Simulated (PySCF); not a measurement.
Electrostatic solvation of a mixed set.

Computed with PySCF at CAM-B3LYP/def2-SVPD, non-relativistic, each on one gas-phase PBE0-D3(BJ)/def2-SVP geometry that isn't relaxed in the solvent. The solvent is an IEF-PCM continuum (Bondi radii, 1.10 Å for H, scaled by 1.2). Only the electrostatic response of the medium enters. Spin–orbit coupling is left out although an atom past zinc is present.

Question: Order them by E(solvent) − E(gas) in chloroform (ε = 4.711), most negative first (kJ/mol).
A. `[F:1][CH:2]([F:3])[C:4]1([C@H:5]2[CH2:6][NH:7]2)[CH2:8][CH2:9]1` with F1–C2–C4–C5 57°, C2–C4–C5–C6 91°
B. CF3C(O)Cl (`O=C(Cl)C(F)(F)F`)
C. `[F:1][P:2]([F:3])[P:4]([GeH3:5])[GeH3:6]` with F1–P2–P4–Ge5 171° ((GeH3)2PPF2)

Answer: A (-18.8), C (-8.0), B (-6.3).

```csv
SMILES,charge,ΔE (kJ/mol),polarisation term (kJ/mol),HOMO shift (eV),dipole gas (D),dipole solvent (D),atoms,"lowest singlet, gas (eV)","lowest singlet, solvent (eV)"
FC(F)C1([C@H]2CN2)CC1,0,-18.8,-20.7,+0.09,1.19,1.29,18,6.88,7.14
FP(F)[P]([GeH3])[GeH3],0,-8.0,-9.0,+0.10,2.59,3.24,12,4.94,4.95
O=C(Cl)C(F)(F)F,0,-6.3,-6.7,+0.10,0.93,1.12,7,4.91,4.96
```

The polarisation term is half the interaction of the solute with the induced surface charges. Singlets are vertical TDDFT energies (frozen core, non-equilibrium response), the lowest in each medium.
